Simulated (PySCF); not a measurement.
Precursor series Nb F-NH2. All species are isolated molecules in the gas phase. One relaxed conformer stands for each flexible species; it need not be the lowest.

Computed with TPSSh-D3(BJ)/def2-TZVP // r2SCAN-D4/def2-SVP in PySCF. 

```csv
species,HOMO–LUMO gap (eV),HOMO (eV)
0 of 5 F replaced by NH2 ([Nb(F)5]),7.27,-11.16
1 of 5 F replaced by NH2 ([Nb(F)4(NH2)]),4.59,[?]
2 of 5 F replaced by NH2 ([Nb(F)3(NH2)2]),4.02,-7.24
3 of 5 F replaced by NH2 ([Nb(F)2(NH2)3]),3.63,-6.30
4 of 5 F replaced by NH2,[?],-6.36
5 of 5 F replaced by NH2,4.36,[?]
```

**Question.** What belongs in the gaps?

**Answer.** 
- 1 of 5 F replaced by NH2 ([Nb(F)4(NH2)]), HOMO (eV): -8.15
- 4 of 5 F replaced by NH2, HOMO–LUMO gap (eV): 4.74
- 5 of 5 F replaced by NH2, HOMO (eV): -5.70
